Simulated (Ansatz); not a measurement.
Total energies of `C[Si](C)(C)C#CC#Cc1ccc(C#Cc2ccc(C#Cc3ccc(C#C[Si](C)(C)C)cc3)cc2)cc1` from Ansatz at PBE-D4/def2-SVP, gas phase (1 Eh = 27.2114 eV = 2625.5 kJ/mol). The reference geometry is relaxed at PBE-D4/def2-SVP.

| state | geometry | energy (Eh) |
| --- | --- | --- |
| charge 0 singlet | reference | -1889.45965 |
| charge 1 doublet | reference | -1889.21233 |
| charge -1 doublet | reference | -1889.51032 |
| free C atom (triplet) | – | -37.75124 |
| free Si atom (triplet) | – | -289.12416 |
| free H atom (doublet) | – | -0.49863 |

Single mean-field runs in def2-SVP are fitted with def2-universal-jkfit.

(1) Work out the vertical ionisation energy to the doublet.

(2) Work out the vertical electron affinity, to the doublet.

(3) Give the fundamental gap IE − EA, the Mulliken electronegativity (IE + EA)/2 and the hardness (IE − EA)/2.

(4) What is the binding energy per atom against free atoms?

(1) E(charge 1 doublet) − E(charge 0 singlet) = -1889.21233 − (-1889.45965) = 0.24732 Eh = 6.73 eV. For comparison, −ε of the highest occupied level is 5.40 eV at this level, 1.33 eV less.

(2) E(charge 0 singlet) − E(charge -1 doublet) = -1889.45965 − (-1889.51032) = 0.05067 Eh = 1.38 eV. The basis lacks diffuse functions, which makes affinities too small.

(3) From the values in Eh: IE − EA = 0.24732 − 0.05067 = 0.19665 Eh = 5.35 eV; (IE + EA)/2 = 4.05 eV; (IE − EA)/2 = 2.68 eV. The HOMO–LUMO gap of the same run is 2.70 eV, 2.65 eV smaller than the fundamental gap.

(4) Atoms: 34 × (-37.75124) + 2 × (-289.12416) + 30 × (-0.49863) = -1876.74938 Eh. Binding: -1876.74938 − (-1889.45965) = 12.71027 Eh = 345.86 eV, or 5.24 eV for each of 66 atoms (no zero-point energy, no counterpoise term).

At PBE-D4/def2-SVP the gap within one spin of the charge 1 doublet nearly closes, so an electron or hole may be smeared out by delocalisation error. At PBE-D4/def2-SVP the gap within one spin of the charge -1 doublet nearly closes, so an electron or hole may be smeared out by delocalisation error.
